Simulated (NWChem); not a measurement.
Species: CH3ClGe, singlet; SMILES [CH3][Ge][Cl]

```xyz
6

Ge    -0.4849     0.4982     0.0036
Cl     0.2261    -1.5918    -0.0036
C      1.3168     1.3358     0.0047
H      1.2541     2.4348     0.0121
H      1.8798     1.0076    -0.8854
H      1.8847     0.9960     0.8873
```
Atoms are numbered in this order, from 1.

All runs: NWChem. Pople sets run with spherical d functions. Low-valent species are run as closed-shell singlets; no triplet was tried in these runs. Structure relaxed at the PBE0/def2-SVP level. B3LYP is NWChem's, with the RPA form of VWN correlation. GIAO values for the isolated, static molecule; σ is the absolute isotropic shielding, δ = σ(reference) − σ with the isolated reference molecule computed at the same levels (13C: tetramethylsilane, 1H: tetramethylsilane).

For level B3LYP/6-31G*:

| Quantity | Value |
|---|---|
| σ Ge1 (ppm) | 330.1 |

Estimate the same quantities for level PBE0/pcSseg-1.


| Quantity | Value |
|---|---|
| σ Ge1 (ppm) | 5.0 |
